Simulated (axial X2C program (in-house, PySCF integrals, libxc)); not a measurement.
## SnBr: nuclear properties from DFT to coupled cluster

Computed with an in-house all-electron X2C program for linear molecules (integrals from PySCF): two-component X2C with atomic mean-field Coulomb and Gaunt terms, Gaussian nuclei, basis Sn dyall-acv3z, Br dyall-acv3z with contracted cores.

R = 2.525 Å (near the PBE0 minimum at charge 0 of the determinant lowest at the starting distance; the state shown can have its own minimum elsewhere); state Ω = 1/2 (⟨Sz⟩ = -0.50, ⟨Lz⟩ = 1.00 at PBE0).

| level | Eeff magnitude (GV/cm) | Ws magnitude Sn (kHz) | A∥/gI Sn (MHz) | qzz Sn (a.u.) | A∥/gI Br (MHz) | μ (D) |
| --- | --- | --- | --- | --- | --- | --- |
| PBE0 | 0.776 | 0.789 | 2710 | -0.57 | 270 | -2.51 |
| HF | 0.0141 | 0.177 | 2540 | -0.74 | 170 | -2.88 |
| B3LYP | 1.14 | 1.16 | 2590 | -0.48 | 272 | -2.52 |

Eeff is the effective electric field on the electron electric dipole moment in this Ω state and Ws the scalar–pseudoscalar constant of the nucleus named (defined with the proton number Z and per Ω); A∥ (defined per Ω) follows by multiplying with gI = μI/(I μN); qzz is the electric field gradient, eQq0 = 234.96 MHz × Q/barn × qzz; μ is positive if the Br end (last atom) is positive. The operators were transformed with the bare-nucleus X2C matrices; with these basis sets, hyperfine constants and field gradients can be off by tens of per cent, and where levels differ in sign neither size nor sign is settled.

Finite-field MP2, CCSD and CCSD(T), with 21 electrons correlated in 130 natural virtual spinors (MP2 remainder added):

```json
{"level": "MP2", "Eeff magnitude (GV/cm)": "1.9", "Ws magnitude Sn (kHz)": "2.34", "A∥/gI Sn (MHz)": "2710", "qzz Sn (a.u.)": "-0.47", "A∥/gI Br (MHz)": "285", "μ (D)": "-2.83"}
{"level": "CCSD", "Eeff magnitude (GV/cm)": "1.33", "Ws magnitude Sn (kHz)": "1.49", "A∥/gI Sn (MHz)": "2330", "qzz Sn (a.u.)": "-0.60", "A∥/gI Br (MHz)": "228", "μ (D)": "-2.71"}
{"level": "CCSD(T)", "Eeff magnitude (GV/cm)": "1.42", "Ws magnitude Sn (kHz)": "1.61", "A∥/gI Sn (MHz)": "2290", "qzz Sn (a.u.)": "-0.58", "A∥/gI Br (MHz)": "246", "μ (D)": "-2.60"}
```

T1 = 0.014 (Lee–Taylor). One unrestricted determinant, the lowest of a limited PBE0 search, is the reference; the functionals treat spin collinearly. Eeff spreads by more than a factor of two over the levels. Correlation of the inner shells is missing, which matters for properties at the nucleus. Number of frozen shells: Sn 4 s, 3 p, 1 d; Br 3 s, 2 p, 1 d.

(1) By how much does correlation change each value, CCSD(T) against HF?

## Answers

(1) Eeff magnitude 9971 %; Ws magnitude Sn 810 %; A∥/gI Sn -10 %; qzz Sn -22 %; A∥/gI Br 45 %; μ -10 %.
